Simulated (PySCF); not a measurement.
Molfile (atoms numbered from 1):
```
C3H10N2Si
     RDKit          3D

 16 16  0  0  0  0  0  0  0  0999 V2000
    2.3998    0.2961   -0.3273 C   0  0  0  0  0  0  0  0  0  0  0  0
    0.7403   -0.6103   -0.2486 Si  0  0  0  0  0  4  0  0  0  0  0  0
   -0.0804   -0.2431    1.2230 N   0  0  0  0  0  0  0  0  0  0  0  0
   -1.5029   -0.1388    0.9846 C   0  0  0  0  0  0  0  0  0  0  0  0
   -1.6485    0.4911   -0.3995 C   0  0  0  0  0  0  0  0  0  0  0  0
   -0.5804   -0.0573   -1.2063 N   0  0  0  0  0  0  0  0  0  0  0  0
    2.3123    1.3540   -0.1020 H   0  0  0  0  0  0  0  0  0  0  0  0
    2.8272    0.1985   -1.3192 H   0  0  0  0  0  0  0  0  0  0  0  0
    3.1062   -0.1364    0.3721 H   0  0  0  0  0  0  0  0  0  0  0  0
    0.9201   -2.0385   -0.5693 H   0  0  0  0  0  0  0  0  0  0  0  0
    0.1495   -0.6685    2.1055 H   0  0  0  0  0  0  0  0  0  0  0  0
   -1.9884   -1.1245    0.9896 H   0  0  0  0  0  0  0  0  0  0  0  0
   -1.9754    0.4834    1.7507 H   0  0  0  0  0  0  0  0  0  0  0  0
   -2.6226    0.2467   -0.8368 H   0  0  0  0  0  0  0  0  0  0  0  0
   -1.5735    1.5839   -0.3175 H   0  0  0  0  0  0  0  0  0  0  0  0
   -0.4909    0.3728   -2.1105 H   0  0  0  0  0  0  0  0  0  0  0  0
  1  2  1  0
  2  3  1  0
  3  4  1  0
  4  5  1  0
  5  6  1  0
  6  2  1  0
  1  7  1  0
  1  8  1  0
  1  9  1  0
  2 10  1  0
  3 11  1  0
  4 12  1  0
  4 13  1  0
  5 14  1  0
  5 15  1  0
  6 16  1  0
M  END
```

Geometry: GFN2-xTB; GIAO shifts from PySCF 2.14.0 with density-fitted response routines, gas phase, non-relativistic, averaged over equivalent atoms.

At PBE0/6-31G (78 basis functions, 34 s wall time (20 s CPU) on 1 thread of an Intel Xeon, shared host):
| atoms | δ (ppm) |
| --- | --- |
| C4/C5 | 44.6 |
| C1 | 2.5 |
| Si2 | 8.2 |
| N3/N6 | 9.6 |
| H10 | 5.62 |
| H13/H15 | 3.37 |
| H12/H14 | 3.33 |
| H7/H8/H9 | 0.18 |
| H11/H16 | -0.69 |

Chemical shifts δ = σref − σ; ¹³C (σ = 201.73 ppm), ²⁹Si (σ = 441.97 ppm), ¹H (σ = 33.07 ppm) vs TMS; ¹⁵N (σ = 263.26 ppm) vs NH3, all at this level.

Predict the values at HSE06/pcSseg-1 on the same geometry.

Answers


```
   atoms  δ at HSE06/pcSseg-1  change
   C4/C5                 47.5    +2.9
      C1                  1.6    -0.9
     Si2                 -9.7   -17.9
   N3/N6                 30.1   +20.5
     H10                 5.38   -0.24
 H13/H15                 3.41   +0.04
 H12/H14                 3.36   +0.03
H7/H8/H9                 0.03   -0.15
 H11/H16                 0.09   +0.78
```

Chemical shifts δ = σref − σ; TMS for ¹³C (σ = 186.23 ppm) and ²⁹Si (σ = 346.40 ppm) and ¹H (σ = 31.72 ppm); ¹⁵N (σ = 267.30 ppm) vs NH3, all at this level.

The largest change is at N3/N6 (nitrogen bonded to C, Si, H, in a 5-membered ring). Cost: 159 basis functions, 2.6 min wall time (83 s CPU) on 1 thread of an Intel Xeon, shared host.

Experimental scales use liquid or dissolved standards, which lie at an offset from isolated NH3 (liquid NH3: subtract about 20 ppm).
